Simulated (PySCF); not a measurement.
# Spectroscopy problems

- shieldings: GIAO PBE0/pcSseg-1
- GFN2-xTB geometry
- program: PySCF 2.14.0 with density-fitted response routines
- rapidly exchanging positions averaged, in vacuum, non-relativistic Hamiltonian, a single conformation

Scale: TMS for ¹H (σref 31.72) and ¹³C (σref 186.93) (reference shieldings calculated alike). Splittings of carbon signals by F and P are missing where no couplings were computed. Where no couplings were computed, multiplicities follow the n + 1 count of equivalent neighbours, and m marks all less simple cases (inequivalent or close neighbours, rings, F or P nearby). Shifts are as computed. Against solution values, carbons near 30 ppm lie about +3 ppm off and those near 130 ppm about +5 ppm. Of 1211 compounds with measured shifts, 218 miss one by over three times the rms of a fit or turn the order of signals round; such compounds aren't used in these exercises.

Q: C₃H₉OPSi. ¹H NMR (500 MHz, computed): δ 7.65 (m, 1H), 4.05 (m, 3H), 2.67 (m, 1H), 2.39 (m, 1H), 2.28 (m, 1H), 1.65 (m, 1H), 1.60 (m, 1H). ¹³C{¹H} NMR (computed): δ 38.1 (CH2), 34.6 (CH), 11.8 (CH2). What is it?

A: SMILES O=[P@@H]1CC[C@@H]1[SiH3]. 3 carbon signals for 3 carbons: no two carbons are equivalent. Carbon types of the structure: 1 × CH, 2 × CH2, leaving 4 H on heteroatoms. δC 34.6: sp3 CH bonded to P and Si. δC 11.8: sp3 CH2 in a ring; aliphatic region, no heteroatom directly attached. δH 2.28: hydrogen on an sp3 CH bonded to P and Si. δH 1.65, 1.60: hydrogen on an sp3 CH2 in a ring.

The data come from this structure; uniqueness wasn't tested.

Q: C₅H₆O₃. ¹H NMR (400 MHz, computed): δ 10.20 (s, 1H), 5.87 (br s, 1H), 4.67 (br s, 1H), 3.86 (s, 3H). ¹³C{¹H} NMR (computed): δ 205.9 (CH), 198.2 (C), 166.6 (C), 99.6 (CH2), 56.9 (CH3). What is it?

A: SMILES C(=C)(OC)C(=O)C=O. The formula gives 3 degrees of unsaturation (no ring in the answer). 5 carbon signals for 5 carbons: no two carbons are equivalent. Carbon types of the structure: 2 × C, 1 × CH, 1 × CH2, 1 × CH3, which accounts for all hydrogens. δC 205.9: aldehyde carbonyl carbon; low-lying n→π* states of the double bond to the heteroatom give a large paramagnetic term (-269 ppm). δC 198.2: ketone carbonyl carbon; the double bond to the heteroatom, with no lone-pair donor beside it, deshields it most. δC 166.6: alkene carbon bearing oxygen; an sp2 carbon further deshielded by the attached heteroatom. δH 10.20: hydrogen on an aldehyde carbonyl carbon; deshielded by the polar, anisotropic C=O bond.

The data come from this structure; uniqueness wasn't tested.

Q: C₇H₁₂N₂O. ¹H NMR (400 MHz, computed): δ 6.80 (m, 1H), 5.63 (m, 1H), 5.45 (m, 1H), 4.87 (m, 1H), 3.77 (m, 1H), 3.48 (s, 3H), 3.11 (s, 3H), 2.81 (m, 1H). ¹³C{¹H} NMR (computed): δ 147.1, 137.5, 119.9, 89.3, 61.8, 59.1, 42.2. Identify the compound.

A: `C=CC1=NN(C)C[C@@H]1OC`. Rings plus π bonds: 3 (1 ring in the answer). 7 carbon signals for 7 carbons: no two carbons are equivalent. Carbon types of the structure: 1 × C, 2 × CH, 2 × CH2, 2 × CH3, which accounts for all hydrogens. δC 137.5: alkene CH; an sp2 carbon of a C=C bond. δC 119.9: terminal =CH2 carbon; the olefinic region. δC 89.3: sp3 CH bonded to O; deshielded by the electronegative neighbour. δC 61.8: sp3 CH2 bonded to N; deshielded by the electronegative neighbour.

The data come from this structure; uniqueness wasn't tested.
